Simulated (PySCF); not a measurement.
## Ionisation energy of Ge by level of theory

Ge [Ar] 3d10 4s2 4p2 (3P) → Ge+ [Ar] 3d10 4s2 4p1 (2P), as a difference of total energies. Calculation: PySCF 2.14, in aug-cc-pVTZ-PP with one added diffuse shell each of s, d, f type with ECP10MDF (7s5p5d3f, 68 functions); a scalar-relativistic core potential. Correlated levels: valence: 3s2 3p6 3d10 frozen. The calculations carry no spin-orbit coupling.

| method | ionisation energy (eV) | error (eV) |
| --- | --- | --- |
| UHF | 7.404 | -0.521 |
| MP2 (valence) | 7.759 | -0.166 |
| SCS-MP2 (valence) | 7.681 | -0.244 |
| CCSD (valence) | 7.784 | -0.141 |
| CCSD(T) (valence) | 7.814 | -0.111 |

Reference: 7.925 eV (measured; NIST levels, between the centres of gravity of the two terms).

Errors of the correlated levels include the incompleteness of this basis and the frozen core.
